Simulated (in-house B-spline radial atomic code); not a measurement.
How G0W0 and RPA depend on the start: Mg+

Configuration [Ne] 3s1, highest spin. Computed with an all-electron radial atomic-structure program (B-spline basis): all electrons, non-relativistic, point nucleus, each spin shell either full or empty, empty states to l = 9 with an (l + 1/2)⁻⁴ tail; G0W0 by contour deformation at full frequency.

RPA overbinds a lone outer s electron by self-correlation, and G0W0 tends to as well.

```csv
start,mean-field 3s up (eV),G0W0 (eV),QP weight,RPA correlation (Eh)
Hartree-Fock,-14.738,-15.424,0.971,-0.56054
LDA VWN5,-11.983,-15.612,0.915,-0.6423
PBE,-11.899,-15.573,0.911,-0.64059
PBE0,-12.708,?,?,?
r2SCAN,-12.051,-15.584,0.928,-0.62605
HSE06,-12.326,?,?,?
B3LYP (VWN-RPA),-12.615,-15.575,0.937,-0.62269
TPSS,-11.847,-15.559,0.913,-0.63479
BHandHLYP,-13.439,-15.522,0.955,-0.59723
CAM-B3LYP,-13.935,-15.548,0.959,-0.61077
LC-wPBE,-15.016,-15.527,0.969,-0.60742
wB97X,-14.532,-15.489,0.968,-0.60334
PBEsol,-11.868,-15.589,0.912,-0.64075
BLYP,-11.823,-15.574,0.911,-0.64202
r2SCAN0,-12.806,-15.553,0.945,-0.60787
LDA exchange-only,-11.356,-15.557,0.902,-0.64208
```

(1) What G0W0 level, weight and RPA correlation energy follow from the HSE06 start?

(2) What G0W0 level, weight and RPA correlation energy follow from the PBE0 start?

(3) How much of the dependence on the start does G0W0 remove?

## Answers

(1) G0W0 level -15.557 eV, weight 0.929, RPA correlation -0.62025 hartree.

(2) G0W0 level -15.559 eV, weight 0.940, RPA correlation -0.61686 hartree.

(3) The mean-field levels span 3.66 eV and the G0W0 levels 0.188 eV. Against 15.035 eV (NIST, measured) the G0W0 removal energies are off by +0.39 to +0.58 eV, with relativity, Breit and QED terms left out.
